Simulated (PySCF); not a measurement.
Work out the structure from these simulated measurements.

Elements present: B, C, F, H and N. Monoisotopic mass: 123.0638 u.

* Rotational structure: rotational constants A, B, C: 3.506, 1.522, 1.351 GHz [PBE0-D3(BJ)/def2-SVP]
* NMR, other nuclei: isotropic shieldings of nuclei other than C and H, by class: 43 (2 B), 67 (1 N), 267 (3 F) ppm [GIAO PBE0/pcSseg-1]
* 13C NMR: chemical shifts (computed TMS as zero) by class: 128.9 (1 C), 61.9 (1 C) ppm [GIAO PBE0/pcSseg-1]
* Polarisability: 62.6 au [wB97X-D/def2-SVPD]
* Dipole: 1.83 D [wB97X-D/def2-SVPD]
* UV, strongest line: among the 10 lowest singlet transitions: S3 at 7.02 eV (177 nm, f = 0.174) [TDDFT wB97X-D/def2-SVPD]
* Valence photoelectron: vertical ionisation energy: 11.80 eV [ΔSCF wB97X-D/def2-SVPD]
* UV, first state: lowest singlet excitation: 6.29 eV (197 nm, f = 0.001) [TDDFT wB97X-D/def2-SVPD]

The electronic properties come from PySCF, for the isolated species, density fitting. Levels stand in brackets. One conformer (not necessarily the lowest) at the PBE0-D3(BJ)/def2-SVP geometry, without solvent, vibrations or thermal averaging. NMR classes are plain means over equivalent atoms (diastereotopic ones count apart unless rotation or inversion swaps them), as if these changed places fast.

Question: Which formula fits the mass and the elements?

Answer: C2H6B2F3N (calculated 123.0638). No other formula that holds each of these elements comes within 0.0003 u with a fitting electron parity and a possible valence count.

Question: Give a SMILES that accounts for the data.

Answer: Numbering: `[BH2:1][N:2]([BH2:3])[CH2:4][C:5]([F:6])([F:7])[F:8]`. 2 carbons fall into 2 classes; from least to most shielded: CF3 carbon [C5] (128.9 ppm), sp3 carbon bound to nitrogen [C4] (61.9 ppm). The other shieldings belong to: 43 ppm, three-coordinate boron [B1/B3]; 67 ppm, boron-bound nitrogen [N2]; 267 ppm, fluorine of a CF3 group [F6/F7/F8]. The first electron is taken from the HOMO, whose largest Löwdin shares are 0.23 on each of 2 atoms of one kind (three-coordinate boron) and 0.13 on each of 2 atoms of one kind (B–H hydrogen). The optimised geometry has point group Cs and is an asymmetric top. Structure: `BN(B)CC(F)(F)F`. The assignments are read from this structure; whether some other isomer fits the data as well wasn't checked.

Shape of the structure used: `[BH2:1][N:2]([BH2:3])[CH2:4][C:5]([F:6])([F:7])[F:8]`: B1–N2–C4–C5 -90°, N2–C4–C5–F6 -59°.
